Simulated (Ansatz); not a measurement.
SrS₂ (the lowest singlet isomer of a short search) was relaxed with PBE0-D4 (def2-TZVP) in Ansatz in these states: neutral quintet, neutral singlet, neutral triplet. The geometries follow in no particular order.

In the def2 sets Sr takes a core potential; there is no spin–orbit coupling.

A:

| atom | x (Å) | y (Å) | z (Å) |
| --- | --- | --- | --- |
| Sr1 | 0.6185 | 1.4348 | 0.0981 |
| S2 | -0.1030 | -0.7347 | -1.0960 |
| S3 | -0.5155 | -0.7001 | 0.9979 |

B:

```xyz
3

Sr   -0.006   -1.219   -1.283
S    -0.607    0.042    1.184
S     0.614    1.177    0.099
```

C:

```xyz
3

Sr   -0.4524    1.6935    0.3141
S     0.4870   -0.9870    0.9748
S    -0.0345   -0.7065   -1.2889
```

Q: Judge from the bond lengths which geometry belongs to which state (an estimate).

A: A is the neutral singlet (S2–S3 2.134 Å, Sr1–S2 2.579 Å, Sr1–S3 2.579 Å); B is the neutral triplet (S2–S3 1.989 Å, Sr1–S2 2.834 Å, Sr1–S3 2.834 Å); C is the neutral quintet (S2–S3 2.340 Å, Sr1–S2 2.916 Å, Sr1–S3 2.916 Å).

At PBE0-D4/def2-TZVP a singlet lies 0.62 eV below the neutral triplet. At PBE0-D4/def2-TZVP a singlet lies 3.63 eV below the neutral quintet. These are the stationary points nearest to one start from a short search; other shapes may lie lower in each state.
